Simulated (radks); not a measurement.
Results of a calculation; reference values are marked as such.
Question: These are the eigenvalues of the occupied orbitals of an atom or ion with whole-number occupations (hartree). Code: a radial shooting solver on a logarithmic mesh with Libxc functionals. Model: non-relativistic Kohn-Sham, PBE, spin-polarised, spherical densities, point nucleus.

1s up: -1624.012
1s down: -1624.009
2s up: -261.0306
2s down: -261.0272
2p up: -248.1543
2p down: -248.1505
3s up: -61.16848
3s down: -61.09015
3p up: -55.48884
3p down: -55.41663
3d up: -44.90470
3d down: -44.85170
4s up: -16.15802
4s down: -16.00358
4p up: -13.96031
4p down: -13.80580
4d up: -10.05469
4d down: -9.89942
5s up: -5.85047
5s down: -5.71761
4f up: -5.29274
5p up: -5.12300

Which element is it, and in what charge state? The configuration may be excited. Open shells, if any, are filled with parallel spins first.

Answer: Z = 62, samarium, charge +9: Sm9+ in [Kr] 4d10 4f4 5s2 5p1. The list shows which subshells hold electrons but not how many an open one holds; the 1s level, -1624 hartree, gives Z - s = 57.0 by -(Z - s)^2/2, which with screening narrows Z to a few neighbours, and the depths of the outer levels then fix element, charge and occupations together.
